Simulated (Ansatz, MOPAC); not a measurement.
Noncovalent pair: H2 (SMILES [H][H]) (first 2 atoms) with C4H6 (SMILES C=CC=C); geometry from B3LYP-D3(BJ)/def2-TZVP, rigid monomers moved along the line of their centres of mass till H2···C4 is 2.80 Å.
(charge 0, multiplicity 1):
```json
[
 {"atom": "H", "x (Å)": "-0.3978", "y (Å)": "-0.7720", "z (Å)": "-0.1385"},
 {"atom": "H", "x (Å)": "-0.3146", "y (Å)": "-0.3297", "z (Å)": "0.4548"},
 {"atom": "C", "x (Å)": "0.8788", "y (Å)": "1.4667", "z (Å)": "2.3474"},
 {"atom": "C", "x (Å)": "-0.0307", "y (Å)": "0.7572", "z (Å)": "3.0177"},
 {"atom": "C", "x (Å)": "0.0981", "y (Å)": "-0.6566", "z (Å)": "3.3205"},
 {"atom": "C", "x (Å)": "-0.8152", "y (Å)": "-1.3669", "z (Å)": "3.9843"},
 {"atom": "H", "x (Å)": "1.7927", "y (Å)": "1.0113", "z (Å)": "1.9838"},
 {"atom": "H", "x (Å)": "0.7398", "y (Å)": "2.5194", "z (Å)": "2.1416"},
 {"atom": "H", "x (Å)": "-0.9369", "y (Å)": "1.2443", "z (Å)": "3.3674"},
 {"atom": "H", "x (Å)": "1.0039", "y (Å)": "-1.1440", "z (Å)": "2.9707"},
 {"atom": "H", "x (Å)": "-0.6789", "y (Å)": "-2.4206", "z (Å)": "4.1865"},
 {"atom": "H", "x (Å)": "-1.7299", "y (Å)": "-0.9113", "z (Å)": "4.3456"}
]
```

Counterpoise-corrected where a basis set is named; no monomer relaxation.

Frozen-core correlation. The state that PM7 reach isn't checked; PM7 holds dispersion and hydrogen-bond terms.

Run with Ansatz (Gaussian basis) for Hartree–Fock, density functionals and correlated methods; MOPAC for PM7 (differences of heats of formation). Values without a source in brackets are computed.

Question: Give the interaction energy at the level PM7.

Answer: -0.3 kcal/mol

Ansatz is an electronic-structure program.
